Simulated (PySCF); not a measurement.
Ground-state electric properties of a mixed set of molecules.

All values: B3LYP/def2-SVPD (PySCF) at GFN2-xTB geometries, gas phase, one conformer each. Core orbitals are frozen in the response; Δα² is half the sum of the squared differences of the principal polarisabilities.

Problem. Rank by HOMO–LUMO gap, lowest first.
A. `C1C[C@H]2CC[C@@H]1C2`
B. `C=C(C)CC(=C)C`
C. `CC#CC(C)(C)C`
D. `C#C[C@@H](C)C(C)C`
E. `[SiH2]1[SiH2]O[Si@@H](F)[SiH2][SiH2]1`

Solution. E (6.26 eV), B (6.70 eV), C (7.25 eV), D (7.82 eV), A (8.33 eV).

Problem. Rank by dipole moment, highest first.
A. `[CH:1]#[C:2][C@@H:3]([CH3:4])[CH:5]([CH3:6])[CH3:7]` with C2–C3–C5–C6 65°
B. `[F:1][Si@@H:2]1[O:3][SiH2:4][SiH2:5][SiH2:6][SiH2:7]1` with F1–Si2–O3–Si4 -55°, Si2–O3–Si4–Si5 -52°, O3–Si4–Si5–Si6 23°, Si4–Si5–Si6–Si7 -28°
C. `CC#CC(C)(C)C` (4,4-dimethyl-2-pentyne)

Solution. B (1.71 D), A (0.70 D), C (0.17 D).

All values together:

| SMILES | formula | μ (D) | HOMO (eV) | LUMO (eV) | α (Å³) | Δα (Å³) | electrons | α per electron (Å³) |
| --- | --- | --- | --- | --- | --- | --- | --- | --- |
| C=C1CC[C@H](C)C1 | C7H12 | 0.65 | -6.68 | 0.06 | 12.19 | 4.60 | 54 | 0.226 |
| CC#CC(C)(C)C | C7H12 | 0.17 | -6.91 | 0.33 | 12.75 | 5.21 | 54 | 0.236 |
| C1C[C@H]2CC[C@@H]1C2 | C7H12 | 0.09 | -7.93 | 0.41 | 11.22 | 0.61 | 54 | 0.208 |
| C#C[C@@H](C)C(C)C | C7H12 | 0.70 | -7.46 | 0.36 | 12.22 | 2.50 | 54 | 0.226 |
| F[Si@@H]1O[SiH2][SiH2][SiH2][SiH2]1 | FH9OSi5 | 1.71 | -7.58 | -1.32 | 20.93 | 6.58 | 96 | 0.218 |
| C=C(C)CC(=C)C | C7H12 | 0.06 | -6.94 | -0.23 | 12.75 | 5.03 | 54 | 0.236 |

Conformers: `[CH2:1]=[C:2]1[CH2:3][CH2:4][C@H:5]([CH3:6])[CH2:7]1` with C1–C2–C3–C4 -167°, C2–C3–C4–C5 -32°, C3–C4–C5–C6 162°, C4–C5–C7–C2 -31°; `[CH:1]#[C:2][C@@H:3]([CH3:4])[CH:5]([CH3:6])[CH3:7]` with C2–C3–C5–C6 65°; `[F:1][Si@@H:2]1[O:3][SiH2:4][SiH2:5][SiH2:6][SiH2:7]1` with F1–Si2–O3–Si4 -55°, Si2–O3–Si4–Si5 -52°, O3–Si4–Si5–Si6 23°, Si4–Si5–Si6–Si7 -28°; `[CH2:1]=[C:2]([CH3:3])[CH2:4][C:5](=[CH2:6])[CH3:7]` with C1–C2–C4–C5 -112°, C2–C4–C5–C6 -112°.

Problem. How closely does the mean polarisability follow the number of electrons in this set?

Solution. The correlation coefficient is 0.99; α per electron runs from 0.208 to 0.236 Å³.
